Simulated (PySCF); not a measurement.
Species: B₃H₆N₃.
Atom-mapped SMILES: `[BH:1]1[NH:2][BH:3][NH:4][BH:5][NH:6]1` (hydrogens: H7 on B1; H8 on N2; H9 on B3; H10 on N4; H11 on B5; H12 on N6)

Method: PBE0-D3(BJ)/def2-SVP geometry optimisation, gas phase in PySCF 2.14.0; density fitting, grid level 1; the optimiser is geomeTRIC in internal coordinates, started from a GFN2-xTB structure with every atom displaced at random (about 0.01 Å).

The end geometry, which sets the zero of energy:
```
atom  x, y, z in Å
B1      1.0760   -1.1999    0.1450
N2      1.4910    0.1281    0.4616
B3      0.5924    1.2363    0.4554
N4     -0.7700    0.9758    0.1204
B5     -1.2448   -0.3286   -0.2089
N6     -0.2978   -1.3956   -0.1862
H7      1.8581   -2.1228    0.1565
H8      2.4607    0.2899    0.6980
H9      0.9705    2.3536    0.7233
H10    -1.4224    1.7482    0.1058
H11    -2.4036   -0.5226   -0.4966
H12    -0.6134   -2.3286   -0.4153
```

Question: These geometries come from the run, each turned onto the end geometry. Order them by energy, lowest first.
A.
```
atom  x, y, z in Å
B1      1.0719   -1.1915    0.1362
N2      1.4936    0.1300    0.4692
B3      0.5974    1.2358    0.4585
N4     -0.7871    0.9733    0.1315
B5     -1.2481   -0.3315   -0.1895
N6     -0.2976   -1.4012   -0.1848
H7      1.8753   -2.1124    0.1026
H8      2.4506    0.2755    0.7522
H9      0.9659    2.3542    0.7225
H10    -1.3947    1.7661    0.0321
H11    -2.4154   -0.5328   -0.4521
H12    -0.6153   -2.3317   -0.4193
```
B.
```
atom  x, y, z in Å
B1      1.0867   -1.2190    0.1511
N2      1.4694    0.1230    0.4551
B3      0.5684    1.2304    0.4424
N4     -0.7286    0.9708    0.1102
B5     -1.2432   -0.3314   -0.2217
N6     -0.3017   -1.3769   -0.1866
H7      1.8352   -2.0927    0.1577
H8      2.4581    0.2941    0.6890
H9      0.9531    2.3237    0.7352
H10    -1.4160    1.7379    0.1099
H11    -2.3765   -0.5146   -0.4809
H12    -0.6083   -2.3114   -0.4024
```
C.
```
atom  x, y, z in Å
B1      1.0829   -1.2056    0.1397
N2      1.4846    0.1266    0.4619
B3      0.5965    1.2398    0.4593
N4     -0.7722    0.9666    0.1274
B5     -1.2567   -0.3301   -0.2055
N6     -0.2933   -1.3851   -0.1821
H7      1.8719   -2.1266    0.1313
H8      2.4496    0.2822    0.7215
H9      0.9676    2.3600    0.7240
H10    -1.4046    1.7549    0.0725
H11    -2.4185   -0.5321   -0.4797
H12    -0.6112   -2.3169   -0.4112
```
D.
```
atom  x, y, z in Å
B1      1.0742   -1.2007    0.1442
N2      1.4940    0.1291    0.4599
B3      0.5912    1.2328    0.4563
N4     -0.7682    0.9775    0.1239
B5     -1.2400   -0.3271   -0.2141
N6     -0.3000   -1.4001   -0.1870
H7      1.8514   -2.1190    0.1626
H8      2.4672    0.2927    0.6924
H9      0.9666    2.3529    0.7215
H10    -1.4269    1.7536    0.1157
H11    -2.3956   -0.5237   -0.5034
H12    -0.6173   -2.3340   -0.4130
```

Answer: D (0.004 eV), C (0.014 eV), A (0.029 eV), B (0.186 eV).

In the order of the answer:

```
step  E above end (eV)  largest force (eV/Å)  rms force component (eV/Å)  rms distance from end (Å)  rms bond change (Å)  bond most changed (Å)
   3             0.004                  0.33                       0.101                      0.007                0.003          N4–H10 +0.007
   2             0.014                  0.43                       0.148                      0.019                0.003           B3–N4 +0.008
   1             0.029                  1.13                       0.263                      0.037                0.008           B3–N4 +0.020
   0             0.186                  3.58                       0.943                      0.027                0.029           B3–N4 -0.063
```

What follows is the cost of the whole optimisation. The run took 32 s of wall time on one thread, Arm Neoverse V1 (aarch64), no GPU, shared host with 32 logical CPUs at a one-minute load of 36, and the process peaked at 0.48 GiB of memory.
